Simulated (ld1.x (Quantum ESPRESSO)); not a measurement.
Which setting gave this result? (Ag, RRKJ)

Base potential:

ld1.x (Quantum ESPRESSO) 7.5 input, shortened:

```
&input
   title='Ag', zed=47., rel=2, dft='PZ', iswitch=3,
   config='[Kr] 4d10 5s1 5p0', rel_dist='average'
 /
 &inputp
   pseudotype=2, tm=.false., rho0=0.02, lloc=0,
   nlcc=.true., new_core_ps=.true., rcore=1.10
 /
3
4P  2  1   6.00   0.00  1.40  1.40  0.0
4D  3  2  10.00   0.00  1.30  1.30  0.0
5S  1  0   1.00   0.00  2.70  2.70  0.0
 &test
   configts(1)='4p6 4d10 5s1 5p0'
 /
```

Open shells are filled in proportion to 2j + 1 (rel_dist='average').

Cutoffs, loose and tight: the cutoffs (Ry, on a coarse ladder) from which the occupation-weighted sum of valence levels, in a spherical-Bessel basis at the reference potential, stays within 10 and 1 mRy of its value at 400 Ry. They do not see the model core or the augmentation charge, which bear on the density cutoff. Test errors are all-electron minus pseudo excitation energies from the reference, over the configurations 4p6 4d10 5s0 5p0; 4p6 4d9 5s0 5p0; 4p6 4d8 5s0 5p0; 4p6 4d9 5s1 5p0; 4p6 4d7 5s0 5p0; 4p6 4d10 5s0 5p1; 4p6 4d10 5s0.5 5p0; variants that change the core or the reference have their own tests.

Only the s radius is moved:

```csv
s radius (bohr),"cutoff, loose","cutoff, tight",bound ghosts,largest test error (meV),median size of the test errors
1.9,70 Ry,120 Ry,none,-1003,77.1 meV
2.28,70 Ry,120 Ry,none,-1021,79.7 meV
3.08,70 Ry,120 Ry,none,-1334,128.8 meV
3.52,70 Ry,120 Ry,none,-1702,204.1 meV
3.94,70 Ry,120 Ry,none,-2180,320.0 meV
```

One more run gave cutoff, loose: 70 Ry; cutoff, tight: 120 Ry; bound ghosts: none; largest test error (meV): -1144; median size of the test errors: 96.5 meV. Which value of the s radius was used?

2.78 bohr. The median size of the test errors moves one way along this sweep, from 77.1 meV at 1.9 to 320.0 meV at 3.94 bohr, which places the run between 2.28 and 3.08 bohr.
